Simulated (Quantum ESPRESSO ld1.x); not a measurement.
Nd4+, 56 electrons, occupied as [Xe] 4f2 (the NIST ground configuration). Method: Dirac Kohn-Sham, PBE, spin-unpolarised, spherical densities, point nucleus; open shells are shared between the two j in proportion to 2j + 1; computed with ld1.x of Quantum ESPRESSO 7.5.

X-ray form factor f0, the Fourier transform of the density (f0(0) = 56):

sin(theta)/lambda (1/angstrom)  f0 (electrons)
0.05                                    55.386
0.1                                     53.653
0.15                                    51.086
0.2                                     48.051
0.25                                    44.891
0.3                                     41.853
0.4                                     36.582
0.5                                     32.382
0.6                                     28.922
0.8                                     23.436
1                                       19.592
1.25                                    16.509
1.5                                     14.301
2                                       10.498
